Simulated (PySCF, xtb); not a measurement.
Al(OH)2(SiH3) (AlH₅O₂Si), SMILES [OH][Al]([OH])[SiH3].

GFN2-xTB run with xtb at its own geometry gives an orbital gap of 4.03 eV and a dipole moment of 1.20 D.

Geometry: PBE0-D3(BJ)/def2-SVP. One conformer was computed; it need not be the lowest.

Q: What does B3LYP/def2-TZVP in PySCF give? (Estimate from the structure and the level; the computed values follow.)

A: gap 6.98 eV (levels -7.87 and -0.89 eV), dipole 2.54 D.
